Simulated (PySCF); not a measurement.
# Stretching TeN

Set-up: PySCF, spin-free X2C with a Gaussian nucleus, basis sets Te x2c-TZVPPall, N x2c-TZVPPall. Energies in eV from Te + N in their ground configurations at the same level. State: ²Π (doublet), unpaired electrons π ↑.

All columns are MN15. A positive dipole means Te(−)N(+).

```json
{"R (Å)": "1.606", "E (eV)": "-1.114", "μ (D)": "-2.99", "Mulliken charge on Te (basis-dependent)": "0.48", "HOMO (eV)": "-6.02", "LUMO (eV)": "-2.57", "Mayer bond order": "2.49", "⟨S²⟩": "0.76"}
{"R (Å)": "1.680", "E (eV)": "-1.948", "μ (D)": "-2.98", "Mulliken charge on Te (basis-dependent)": "0.44", "HOMO (eV)": "-6.26", "LUMO (eV)": "-2.81", "Mayer bond order": "2.48", "⟨S²⟩": "0.76"}
{"R (Å)": "1.755", "E (eV)": "-2.355", "μ (D)": "-2.93", "Mulliken charge on Te (basis-dependent)": "0.40", "HOMO (eV)": "-6.48", "LUMO (eV)": "-3.07", "Mayer bond order": "2.45", "⟨S²⟩": "0.78"}
{"R (Å)": "1.811", "E (eV)": "-2.464", "μ (D)": "-2.85", "Mulliken charge on Te (basis-dependent)": "0.37", "HOMO (eV)": "-6.63", "LUMO (eV)": "-3.27", "Mayer bond order": "2.39", "⟨S²⟩": "0.83"}
{"R (Å)": "1.867", "E (eV)": "-2.461", "μ (D)": "-2.73", "Mulliken charge on Te (basis-dependent)": "0.34", "HOMO (eV)": "-6.75", "LUMO (eV)": "-3.43", "Mayer bond order": "2.26", "⟨S²⟩": "0.94"}
{"R (Å)": "1.923", "E (eV)": "-2.388", "μ (D)": "-2.59", "Mulliken charge on Te (basis-dependent)": "0.31", "HOMO (eV)": "-6.85", "LUMO (eV)": "-3.53", "Mayer bond order": "2.09", "⟨S²⟩": "1.08"}
{"R (Å)": "1.998", "E (eV)": "-2.223", "μ (D)": "-2.40", "Mulliken charge on Te (basis-dependent)": "0.27", "HOMO (eV)": "-6.94", "LUMO (eV)": "-3.61", "Mayer bond order": "1.88", "⟨S²⟩": "1.24"}
{"R (Å)": "2.091", "E (eV)": "-1.960", "μ (D)": "-2.17", "Mulliken charge on Te (basis-dependent)": "0.23", "HOMO (eV)": "-7.01", "LUMO (eV)": "-3.65", "Mayer bond order": "1.64", "⟨S²⟩": "1.41"}
{"R (Å)": "2.203", "E (eV)": "-1.614", "μ (D)": "-1.90", "Mulliken charge on Te (basis-dependent)": "0.19", "HOMO (eV)": "-7.05", "LUMO (eV)": "-3.64", "Mayer bond order": "1.40", "⟨S²⟩": "1.58"}
{"R (Å)": "2.352", "E (eV)": "-1.178", "μ (D)": "-1.54", "Mulliken charge on Te (basis-dependent)": "0.14", "HOMO (eV)": "-7.04", "LUMO (eV)": "-3.59", "Mayer bond order": "1.11", "⟨S²⟩": "1.79"}
```

⟨S²⟩ of the unrestricted solution departs from its pure value on part of the curve, where spin states mix. These are scalar-relativistic numbers at best; spin–orbit coupling would shift them, the dissociation energy most. The state is the lowest determinant that a PBE0 search found; another state may lie lower at other levels.
